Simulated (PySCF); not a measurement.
## C₄H₁₂Si₃: full NMR table

```
Formula                               : C4H12Si3
SMILES                                : C=C[SiH2]/C([SiH3])=C/[SiH3]
InChI                                 : InChI=1S/C4H12Si3/c1-2-7-4(6)3-5/h2-3H,1,7H2,5-6H3/b4-3+
Point group of the computed structure : C1
Degrees of unsaturation               : 2
Carbon signals                        : 4
Proton signals                        : 7
```

Atoms are numbered as in `[CH2:1]=[CH:2][SiH2:3]/[C:4]([SiH3:5])=[CH:6]/[SiH3:7]` (H(Xn): hydrogen on atom n). Ha(C1) is cis to Si3; Hb(C1) is trans to Si3.

Equivalent nuclei averaged, non-relativistic Hamiltonian, isolated molecule, single conformer. Structure optimised with GFN2-xTB; shielding tensors at PBE0/pcSseg-1 (GIAO); PySCF 2.14.0 with density-fitted response routines.

Scale: TMS for $^{1}$H (31.72 ppm), $^{13}$C (186.93 ppm), $^{29}$Si (349.16 ppm) (reference shieldings calculated alike).

| carbon | δC, type | δH (multiplicity) | HMBC from (2–3 bonds) | span of the C tensor (ppm) |
| --- | --- | --- | --- | --- |
| C1 | 143.6, CH2 | Ha(C1) 5.96 (m); Hb(C1) 6.53 (m) | H(C2), H(Si3) | 249 |
| C2 | 140.5, CH | 6.43 (m) | Hb(C1), Ha(C1), H(Si3) | 244 |
| C4 | 164.3, C | – | H(C6), H(C2), H(Si3), H(Si5), H(Si7) | 272 |
| C6 | 172.9, CH | 8.18 (q) | H(Si3), H(Si5), H(Si7) | 273 |

Other nuclei:
| atoms | nucleus | environment | δ (ppm) | σ (ppm) |
| --- | --- | --- | --- | --- |
| H(Si3) | $^{1}$H | hydrogen on a silicon bonded to 2 C | 4.76 | 26.96 |
| H(Si5) | $^{1}$H | hydrogen on a silicon bonded to C | 4.32 | 27.40 |
| H(Si7) | $^{1}$H | hydrogen on a silicon bonded to C | 4.24 | 27.48 |
| Si3 | $^{29}$Si | silicon bonded to 2 C, 2 H | -32.8 | 382.0 |
| Si5 | $^{29}$Si | silicon bonded to C, 3 H | -84.4 | 433.6 |
| Si7 | $^{29}$Si | silicon bonded to C, 3 H | -87.0 | 436.1 |

1. Carbon types of the structure: 1 × C, 2 × CH, 1 × CH2, leaving 8 H on heteroatoms.
2. δC 172.9, 140.5: alkene CH.
3. δC 164.3: fully substituted alkene carbon; the olefinic region.
4. δC 143.6: terminal =CH2 carbon; as expected for a trigonal carbon in a double bond.
5. δH 8.18, 6.43: hydrogen on an alkene CH.
6. δH 6.53, 5.96: hydrogen on a terminal =CH2 carbon; a vinylic proton, deshielded by the sp2 carbon and the C=C anisotropy.

Shifts are as computed. Against solution values, carbons near 30 ppm lie about +3 ppm off and those near 130 ppm about +5 ppm. Of 1211 compounds with measured shifts, 218 miss one by over three times the rms of a fit or turn the order of signals round; such compounds aren't used in these exercises. Multiplicities follow the n + 1 count of equivalent neighbours, as no J values were calculated; m marks all less simple cases, F and P coupling included.
